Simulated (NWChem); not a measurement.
System meant: InHSeF$_{2}$; SMILES [F][In]([F])[SeH]

Here is an NWChem input.

```
start job
memory heap 200 mb stack 900 mb global 1100 mb
geometry units angstroms noautoz
  In    -0.056925    -0.674017     0.000749
  F      1.454537    -1.900482    -0.000517
  F     -1.784053    -1.577768     0.001041
  Se     0.149410     1.795400     0.001869
  H     -1.320348     1.908787     0.002697
end
basis spherical
  In library def2-svp
  F library def2-svp
  Se library def2-svp
  H library def2-svp
end
ecp
  In library def2-ecp
end
dft
  xc pbe0
  iterations 4
  mulliken
end
task dft energy
```

End of the output:

```
    Atom       Charge   Shell Charges
 -----------   ------   -------------------------------------------------------
    1 In  21    20.49   1.38  0.54  0.62  0.32  3.03  2.84  0.90  0.40  9.42  1.05
    2 F    9     9.30   1.98  1.03  0.80  3.19  2.30  0.00
    3 F    9     9.30   1.98  1.03  0.81  3.19  2.30  0.00
    4 Se  34    33.93   2.00  2.00  1.96  1.07  0.62  5.99  5.80  2.01  2.41  7.83  2.04  0.20
    5 H    1     0.97   0.58  0.32  0.07

 center of mass
 --------------
 x =   0.01597922 y =   0.02749155 z =   0.00000000

 moments of inertia (a.u.)
 ------------------
        1528.259890378236          -0.000000000001           0.000000000000
          -0.000000000001         366.927583470482           0.000000000000
           0.000000000000           0.000000000000        1895.187473848718

     Multipole analysis of the density
     ---------------------------------

     L   x y z        total         alpha         beta         nuclear
     -   - - -        -----         -----         ----         -------
     0   0 0 0     -0.000000    -37.000000    -37.000000     74.000000

     1   1 0 0     -0.227193      0.193722      0.193722     -0.614636
     1   0 1 0      1.167223    -16.915933    -16.915933     34.999089
     1   0 0 1     -0.000000     -0.000000     -0.000000      0.000000

     2   2 0 0    -42.139095   -109.912906   -109.912906    177.686716
     2   1 1 0     -1.216912      1.734648      1.734648     -4.686209
     2   1 0 1      0.000000      0.000000      0.000000      0.000000
     2   0 2 0    -42.147921   -340.132283   -340.132283    638.116646
     2   0 1 1     -0.000000     -0.000000     -0.000000      0.000000
     2   0 0 2    -35.946623    -17.973311    -17.973311      0.000000

 ------------------------------------------------------------------------
 dft energy failed                                                                                  0
 ------------------------------------------------------------------------
 ------------------------------------------------------------------------
  current input line :
    24: task dft energy
 ------------------------------------------------------------------------
 ------------------------------------------------------------------------
 This type of error is most commonly associated with calculations not reaching convergence criteria
 ------------------------------------------------------------------------
 For more information see the NWChem manual at https://nwchemgit.github.io

0:dft energy failed:Received an Error in Communication
```

Task: What is wrong, and how is it mended?

Result: The run did not converge; its last values are not results. Cause: the SCF was allowed too few iterations. This input runs:
```
start job
memory heap 200 mb stack 900 mb global 1100 mb
geometry units angstroms noautoz
  In    -0.056925    -0.674017     0.000749
  F      1.454537    -1.900482    -0.000517
  F     -1.784053    -1.577768     0.001041
  Se     0.149410     1.795400     0.001869
  H     -1.320348     1.908787     0.002697
end
basis spherical
  * library def2-svp
end
ecp
  In library def2-ecp
end
dft
  xc pbe0
  iterations 150
  mulliken
end
task dft energy
```
It converges to -2791.12829 Ha (PBE0/def2-SVP with def2 effective core potentials on In).
